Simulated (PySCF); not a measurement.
PySCF 2.14 output of a UHF calculation on a single atom or ion in Sapporo-DKH3-DZP-2012 (6s5p3d1f, 43 functions), with the spin-free X2C one-electron Hamiltonian (Gaussian nucleus):

```
SCF conv_tol = 1e-09
number electrons alpha = 18  beta = 15
cycle= 1 E= -2785.50707978188  delta_E= -4.55e-12  |g|= 1.44e-06  |ddm|= 5.4e-06
converged SCF energy = -2785.50707978188  <S^2> = 3.7504536  2S+1 = 4.0002268
```

The run itself started from symmetry-adapted Hartree-Fock orbitals and held the occupation by maximum overlap, so the iterations belong to that start.

Question: Which element, charge and spin multiplicity is this?

Answer: Kr³⁺ (krypton, charge +3), multiplicity 4; the state was [Ar] 3d10 4s2 4p3, high-spin 4S determinant.
